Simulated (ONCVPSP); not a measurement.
## Before and after: ONCV potential for Ni (Z = 28)

ONCVPSP 4.0.1 input, shortened (lines: element, Z, core and valence counts, functional; n l f; lmax; l rc ep ncon nbas qcut; lloc lpopt rc5 dvloc0; l nproj debl; icmod fcfact rcfact), LDA (Perdew-Wang 92), scalar-relativistic:

```
  Ni 28.00    5    2  -001012      upf
    1    0    2.00
    2    0    2.00
    2    1    6.00
    3    0    2.00
    3    1    6.00
    3    2    8.00
    4    0    1.75
    2
    0    2.35    0.00    4    7    3.40
    1    2.50    0.19    4    8    3.70
    2    1.05    0.00    4    8   12.40
    4    5    0.85    3.00
    0    2    3.70
    1    3    3.90
    2    3    0.30
    4    0.25    0.00
```

In the p channel the program set the typed energies aside and used 0.050, 3.950, 7.850 Ha. In the d channel the program set the typed energies aside and used -0.414, 0.250, 0.550 Ha.

All-electron outer shells of the reference configuration (LDA (PZ), scalar-relativistic, ld1.x):

```csv
shell,level (eV),outermost node (bohr),outermost maximum (bohr)
3p,-73.40,0.27,0.65
3d,-11.27,–,0.63
4s,-7.67,0.92,2.18
```

Change: d: qcut 18.8.

Cutoffs: the cutoffs (Ha) at which the residual kinetic energy of the hardest occupied pseudo-wave falls to 1 and 0.1 mHa per electron; they do not see the model core or the augmentation charge, which bear on the density cutoff. Errors are all-electron minus pseudo energies relative to the spin-unpolarised reference configuration.

**Question.** What does the change do?

**Answer.** The potential gets neither clearly harder nor softer (72 Ha and 150 Ha → 108 Ha and 125 Ha); both files keep a bound ghost (s); the lowest positive-energy flag moves from d at 32.1 eV to p at 218.5 eV; the errors of the 4 common tests hardly move.

| quantity | base | changed |
| --- | --- | --- |
| cutoff, loose | 72 Ha | 108 Ha |
| cutoff, tight | 150 Ha | 125 Ha |
| loose cutoff by channel | s 4.9 Ha, d 72 Ha | s 4.9 Ha, d 108 Ha |
| bound ghosts | s | s |
| GHOST(+) flags under 300 eV | d at 32.1 eV, p at 218.5 eV | p at 218.5 eV |
| error for 3d8 4s2, meV [ΔE -1.69 eV] | -0.1 | -0.1 |
| error for 3d8 4s1, meV [ΔE 7.91 eV] | -4.4 | -4.2 |
| error for 3d8 4s0, meV [ΔE 25.56 eV] | -25 | -26 |
| error for 3d7 4s0, meV [ΔE 63.36 eV] | -94 | -87 |
| s: phases at 2.39 bohr within 0.05 rad from the reference energy up to (Ha; the scan ends near 5) | to the end of the scan | to the end of the scan |
| p: phases at 2.53 bohr within 0.05 rad from the reference energy up to (Ha; the scan ends near 5) | to the end of the scan | to the end of the scan |
| d: phases at 1.06 bohr within 0.05 rad from the reference energy up to (Ha; the scan ends near 5) | to the end of the scan | to the end of the scan |
| rms error of d²Exc/dni dnj with the model core, mHa | 0.24 | 0.25 |

 A true bound ghost makes a file unfit for plane-wave use even where its test errors are small: the radial tests pick states by their node count and pass the ghost by.
